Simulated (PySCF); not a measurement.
GdS: energy against distance

Set-up: PySCF, spin-free X2C with a Gaussian nucleus, basis sets Gd x2c-SVPall, S x2c-SVPall. Energies in eV from Gd (4f7 5d1 6s2) + S in their ground configurations at the same level. All curves are PBE0. state 1: nonet, about 7.1 electrons in the 4f shell (Mulliken); state 2: Ms = 3 determinant of mixed spin, about 7.1 electrons in the 4f shell (Mulliken), a second solution, started from another occupation; state 3: septet, about 8.0 electrons in the 4f shell (Mulliken), real f orbitals that mix terms, a second solution, started from another occupation.

| R (Å) | state 1 | state 2 | state 3 |
| --- | --- | --- | --- |
| 1.974 | -3.988 | -3.712 | -0.852 |
| 2.066 | -4.894 | -4.606 | -1.905 |
| 2.157 | -5.397 | -5.100 | -2.577 |
| 2.226 | -5.575 | -5.273 | -2.889 |
| 2.295 | -5.622 | -5.316 | -3.069 |
| 2.364 | -5.568 | -5.258 | -3.146 |
| 2.456 | -5.377 | -5.063 | -3.123 |
| 2.570 | -5.008 | -4.689 | -2.949 |
| 2.708 | -4.456 | -4.133 | -2.609 |
| 2.892 | -3.653 | -3.334 | -2.062 |

Question: Put a parabola through the three lowest points of the state 1 curve and estimate Re, k and ωe (reduced mass 26.59 u; 1 eV/Å² = 0.16022 mdyn/Å; ωe = 1302.8·√(k/μ) cm⁻¹).

Answer: Through R = 2.226, 2.295, 2.364 Å the second-order coefficient is 10.6 eV/Å², so Re ≈ 2.293 Å, k ≈ 3.40 mdyn/Å and ωe ≈ 466 cm⁻¹. A polynomial fit of higher order to the unrounded PBE0 energies gives Re = 2.290 Å, k = 3.49 mdyn/Å, ωe = 472 cm⁻¹; anharmonicity and rounding make the difference.

The higher-order fit for each curve: state 1: Re = 2.290 Å, ωe = 472 cm⁻¹, De = 5.62 eV; state 2: Re = 2.287 Å, ωe = 473 cm⁻¹, minimum 5.32 eV below the ground-state fragments; state 3: Re = 2.392 Å, ωe = 401 cm⁻¹, minimum 3.15 eV below the ground-state fragments.

⟨S²⟩ of the unrestricted solution departs from its pure value on part of the curve, where spin states mix. These are scalar-relativistic numbers at best; spin–orbit coupling would shift them, the dissociation energy most. Counting both spins, an empty level lies below a filled one in some of these solutions, because spin and occupation are held. With d or f electrons several states lie close, and the lowest PBE0 determinant need not be the measured ground state.
